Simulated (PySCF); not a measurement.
Si(F)2(H)(SH) (F2H2SSi), SMILES F[SiH](F)S.

Geometry optimised at PBE0-D3(BJ)/def2-SVP. Other conformers were not sampled.

Level of theory: PySCF with PBE0-D3(BJ)/def2-SVP.

Frequencies are harmonic and unscaled.

| mode | ν (cm⁻¹) | IR (km/mol) | moving atoms (share of kinetic energy) |
|---|---|---|---|
| 1 | 113 | 19.0 | H 84 %, F 12 % |
| 2 | 202 | 5.4 | F 59 %, S 22 %, Si 13 % |
| 3 | 269 | 15.7 | F 54 %, S 27 %, H 11 % |
| 4 | 342 | 30.6 | F 58 %, Si 36 % |
| 5 | 535 | 39.6 | Si 40 %, S 36 %, H 18 % |
| 6 | 729 | 67.9 | H 81 %, S 9 % |
| 7 | 821 | 61.0 | H 81 %, F 16 % |
| 8 | 843 | 41.2 | H 84 %, F 14 % |
| 9 | 892 | 251.4 | F 51 %, Si 40 %, H 9 % |
| 10 | 988 | 180.2 | Si 50 %, F 42 % |
| 11 | 2324 | 98.9 | H 97 % |
| 12 | 2709 | 1.3 | H 97 % |
